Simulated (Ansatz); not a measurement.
C3H4F2Si, SMILES C#CC(F)(F)[SiH3].

Geometry optimised at PBE-D3(BJ)/def2-SVP. This is a generated structure with no PubChem entry under its InChIKey; it may be hypothetical.

Two levels are set side by side: PBE/def2-SVPD (Ansatz, a quantum-chemistry and plane-wave program) and PBE0/def2-SVPD (Ansatz). Energy differences of separate SCF runs at the same geometry; the states with an electron removed or added have multiplicity 2 and 2. Differences are taken from unrounded values.

```csv
quantity,PBE0,PBE,PBE minus PBE0
vertical ionisation energy (eV),10.55,10.20,-0.34
vertical singlet–triplet gap (eV),5.08,5.05,-0.03
```
